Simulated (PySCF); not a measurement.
How methods differ on the ionisation energy of Ru²⁺

Ru²⁺ [Kr] 4d6 (5D) → Ru³⁺ [Kr] 4d5 (6S), as a difference of total energies. Computed with PySCF 2.14 in aug-cc-pwCVDZ-PP with ECP28MDF, with a scalar-relativistic core potential. Correlated levels: valence and next inner shell: nothing frozen outside the core potential. The calculations carry no spin-orbit coupling.

```csv
method,ionisation energy (eV),difference from reference (eV)
UHF,26.418,-2.052
MP2 (valence and next inner shell),27.489,-0.981
SCS-MP2 (valence and next inner shell),27.503,-0.967
CCSD (valence and next inner shell),27.472,-0.998
CCSD(T) (valence and next inner shell),27.519,-0.951
```

Reference: 28.47 eV (semi-empirical (NIST evaluation); NIST Atomic Spectra Database, ionization energies).

The reference lies between the lowest fine-structure levels, while these numbers refer to the centres of the terms.

Errors of the correlated levels include the incompleteness of this basis.
